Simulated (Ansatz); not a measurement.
## Abstraction of Cl: SiH3Cl + NbCl4 → SiH3 + NbCl5

Species: SiH3Cl (chlorosilane) `[SiH3]Cl`, singlet; NbCl4 `[Cl][Nb]([Cl])([Cl])[Cl]`, doublet; SiH3 (silyl radical) `[SiH3]`, doublet; NbCl5 (niobium pentachloride) `[Cl][Nb]([Cl])([Cl])([Cl])[Cl]`, singlet. A radical takes Cl: the energy is the difference in strength between the Si–Cl bond broken and the Nb–Cl bond made.

Shapes, held fixed at every level: PBE0-D4/def2-TZVP. Programs: Ansatz 0.2.0. The zero-point and thermal change to 298 K, harmonic and unscaled (PBE0-D4/def2-TZVP), is -5.8 kJ/mol.

(1) Estimate ΔH(298 K) of this reaction.

Answers

(1) The highest level, CCSD(T)/def2-TZVPP, gives ΔH(298 K) = +168.2 kJ/mol; the levels span +111.7 to +195.1. The column of differences is taken from that level and isn't an error. No measured value is set beside it here. Open shells run unrestricted unless RO is named. For atoms past krypton def2 sets carry core potentials with scalar relativity. Correlated rows may include outer-core shells of Nb, which these sets cover unevenly.

| level | kind | ΔH(298 K) (kJ/mol) | less CCSD(T)/def2-TZVPP |
| --- | --- | --- | --- |
| wB97M-V/def2-TZVPP | range-separated hybrid | +191.9 | +23.7 |
| wB97X-V/def2-TZVPP | range-separated hybrid | +195.1 | +26.9 |
| B2PLYP/def2-TZVPP | double hybrid | +159.2 | -9.0 |
| MP2/def2-SVP | perturbation theory | +111.7 | -56.5 |
| MP2/def2-TZVPP | perturbation theory | +131.2 | -37.0 |
| CCSD(T)/def2-SVP | coupled cluster or CI | +146.6 | -21.6 |
| CCSD/def2-SVP | coupled cluster or CI | +174.9 | +6.7 |
| CCSD(T)/def2-TZVPP | coupled cluster or CI | +168.2 | 0.0 |
